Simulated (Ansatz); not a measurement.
AlBH8Si2. The species carries charge 0 and has multiplicity 1. The bonds changed during the relaxation, so this is another structure than the one it started from. Geometry: relaxed with PBE0-D4/def2-TZVP. It is one conformer, not always the lowest.

```xyz
12

Al   -0.378    1.241    0.588
B    -0.037   -1.008    0.483
Si   -1.598   -1.048   -0.514
Si    1.619   -0.248   -0.299
H    -0.947    2.178   -0.560
H    -0.092    1.735    2.061
H    -0.048   -1.372    1.623
H    -2.942   -1.418    0.005
H    -1.718   -0.559   -1.912
H     2.891   -0.467    0.430
H     1.813   -0.337   -1.767
H     1.436    1.300   -0.139
```

**Question.** What is the dipole moment at B3LYP/def2-TZVPP? (Estimate.)

**Answer.** Ansatz gave: 1.29 D, with components (-0.02, -0.92, -0.91) D in this frame, pointing from negative to positive charge.

**Question.** And with PBE, r2SCAN, ωB97M-V? (Estimate.)

**Answer.** Ansatz gave: PBE 1.16 D, r2SCAN 1.24 D, ωB97M-V 1.37 D.

**Question.** Give the Mulliken charges with B3LYP, ωB97M-V, r2SCAN in def2-TZVPP. (Estimate.)

**Answer.** Computed: 
| atom | B3LYP | ωB97M-V | r2SCAN |
| --- | --- | --- | --- |
| Al1 | 0.29 | 0.26 | 0.35 |
| B2 | -0.03 | -0.25 | -0.13 |
| Si3 | 0.05 | 0.02 | 0.12 |
| Si4 | 0.18 | 0.09 | 0.22 |
| H5 | -0.14 | -0.11 | -0.16 |
| H6 | -0.13 | -0.11 | -0.15 |
| H7 | 0.06 | 0.14 | 0.04 |
| H8 | -0.05 | 0.00 | -0.05 |
| H9 | -0.04 | 0.01 | -0.05 |
| H10 | -0.04 | 0.00 | -0.05 |
| H11 | -0.05 | 0.00 | -0.05 |
| H12 | -0.09 | -0.04 | -0.08 |

B3LYP here is the variant with VWN-RPA as its local correlation; programs differ in this.
